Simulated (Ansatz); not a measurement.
Consider the formal hydrolysis of the In–S bond: `[OH][In]([SH])[O][SiH3]` + H₂O → `[OH][In]([OH])[O][SiH3]` + H₂S.

Program: Ansatz. Geometries: PBE0-D4/def2-TZVP. ΔE: electronic, gas phase. CCSD(T)/CBS adds triple-zeta CCSD(T) − MP2 to the extrapolated MP2 energy (def2 sets, frozen cores). This one scheme is used for every species. DFT in def2-TZVPP. Elements past krypton have def2 core potentials. For In outer-core shells are correlated without core-valence functions, which leaves a few kJ/mol of doubt a bond. One conformer a species, not always the lowest.

`[OH][In]([SH])[O][SiH3]`:

Z-matrix (Å, degrees):
```
Si
O 1 1.627
H 1 1.488 2 110.7
H 1 1.488 2 110.7 3 -120.8
H 1 1.498 2 111.0 3 119.6
In 2 1.982 1 134.4 3 -119.8
S 6 2.350 2 120.5 1 0.1
O 6 1.964 2 112.7 1 -179.9
H 7 1.346 6 91.4 2 0.0
H 8 0.962 6 110.9 2 0.0
```

H₂O:

Z-matrix (Å, degrees):
```
O
H 1 0.960
H 1 0.960 2 105.1
```

`[OH][In]([OH])[O][SiH3]`:

```xyz
10

O    -2.169   -0.458   -0.765
In   -0.304   -0.066   -1.280
O     0.288    0.050   -3.144
O     1.036    0.225    0.133
Si    0.984    0.212    1.761
H    -2.278   -0.477    0.190
H    -0.435   -0.106   -3.757
H    -0.401   -0.080    2.250
H     1.890   -0.835    2.305
H     1.390    1.535    2.307
```

H₂S:

```xyz
3

S     0.033    0.596    0.166
H     0.705   -0.162   -0.713
H    -0.738   -0.434    0.547
```

```tsv
species	r2SCANh energy (Eh)
`[OH][In]([SH])[O][SiH3]`	-1031.39143
H₂O	-76.41862
`[OH][In]([OH])[O][SiH3]`	-708.40931
H₂S	-399.37239
```

Task: Work out ΔE.

Result: ΔE = (-708.40931) + (-399.37239) − (-1031.39143) − (-76.41862) = 0.02835 Eh = +74.4 kJ/mol. CCSD(T)/CBS gives +73.0 kJ/mol.

Largest T1 diagnostic among the species: 0.016.

Leaving LDA and LC-ωPBE aside and taking each functional with its dispersion term where it has one, the values, not all of them listed here, spread over 13.7 kJ/mol, from BLYP-D4 to HSE06-D4. LDA lies +6.6 kJ/mol from PBE without D4. From r2SCAN to r2SCAN0 (25 % exact exchange), in def2-TZVPP and without D4, ΔE moves by +6.1 kJ/mol.
